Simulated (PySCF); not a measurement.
The numbers are results of PBE-D3(BJ)/def2-TZVP // PBE0-D3(BJ)/def2-SVP run with PySCF, not measurements. All species are isolated molecules in the gas phase. Excitations are Tamm–Dancoff values on a coarser integration grid. The basis has no diffuse functions, so Rydberg states are missing or too high.

Reference species (SMILES): `[SiH3][GeH]([SiH3])[SiH3]` (neutral, multiplicity 1).

```json
{
  "HOMO–LUMO gap": "5.87 eV",
  "HOMO": "-6.86 eV",
  "T1 excitation (TDA)": "5.54 eV"
}
```

Changed species: `[SiH3][GeH3]` (1 of 4 H replaced by SiH3; the reference has 3 of 4 H replaced by SiH3).

Q: What does the change do to the HOMO–LUMO gap, HOMO and T1 excitation (TDA)?

A: the HOMO–LUMO gap rises by 0.85 eV, to 6.72 eV; the HOMO falls by 0.33 eV, to -7.19 eV; the T1 excitation (TDA) rises by 0.79 eV, to 6.33 eV.
